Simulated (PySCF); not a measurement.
C₃H₉NSi, SMILES N(/C)=C\[SiH2]C.

The structure is a stationary point at r2SCAN-D4/def2-SVP. The structure was generated by enumeration; whether it is a known compound was not checked. One conformer was computed; it need not be the lowest.

Method: TDA-B3LYP/def2-SVPD run with PySCF.

Vertical excitations. Gas-phase values at a fixed geometry. State labels are in the subgroup Cs.

```json
[
 {"state": "S1", "symmetry": "A\"", "energy (eV)": "4.47", "λ (nm)": "278", "f": "0.003", "main pairs": "HOMO→LUMO 99 %"},
 {"state": "S2", "symmetry": "A'", "energy (eV)": "6.41", "λ (nm)": "194", "f": "0.016", "main pairs": "HOMO→LUMO+1 93 %"},
 {"state": "S3", "symmetry": "A'", "energy (eV)": "6.70", "λ (nm)": "185", "f": "0.090", "main pairs": "HOMO→LUMO+2 97 %"},
 {"state": "S4", "symmetry": "A\"", "energy (eV)": "6.83", "λ (nm)": "182", "f": "0.001", "main pairs": "HOMO−2→LUMO 58 %, HOMO−3→LUMO 40 %"},
 {"state": "S5", "symmetry": "A\"", "energy (eV)": "7.02", "λ (nm)": "177", "f": "0.003", "main pairs": "HOMO−3→LUMO 57 %, HOMO−2→LUMO 41 %"},
 {"state": "S6", "symmetry": "A'", "energy (eV)": "7.06", "λ (nm)": "176", "f": "0.005", "main pairs": "HOMO→LUMO+3 76 %, HOMO−1→LUMO 18 %"},
 {"state": "S7", "symmetry": "A'", "energy (eV)": "7.15", "λ (nm)": "173", "f": "0.294", "main pairs": "HOMO−1→LUMO 44 %, HOMO−4→LUMO 22 %, HOMO→LUMO+3 20 %, HOMO→LUMO+4 8 %"},
 {"state": "S8", "symmetry": "A'", "energy (eV)": "7.60", "λ (nm)": "163", "f": "0.132", "main pairs": "HOMO→LUMO+4 84 %"},
 {"state": "S9", "symmetry": "A\"", "energy (eV)": "7.75", "λ (nm)": "160", "f": "0.009", "main pairs": "HOMO−1→LUMO+1 93 %"},
 {"state": "S10", "symmetry": "A'", "energy (eV)": "7.80", "λ (nm)": "159", "f": "0.044", "main pairs": "HOMO→LUMO+5 43 %, HOMO−4→LUMO 43 %"},
 {"state": "T1", "symmetry": "A\"", "energy (eV)": "3.60", "λ (nm)": "344", "f": "0", "main pairs": "HOMO→LUMO 98 %"},
 {"state": "T2", "symmetry": "A'", "energy (eV)": "4.59", "λ (nm)": "270", "f": "0", "main pairs": "HOMO−1→LUMO 87 %"},
 {"state": "T3", "symmetry": "A'", "energy (eV)": "6.25", "λ (nm)": "198", "f": "0", "main pairs": "HOMO→LUMO+1 89 %"},
 {"state": "T4", "symmetry": "A\"", "energy (eV)": "6.31", "λ (nm)": "196", "f": "0", "main pairs": "HOMO−3→LUMO 89 %"}
]
```
Triplets are in the Tamm–Dancoff approximation.
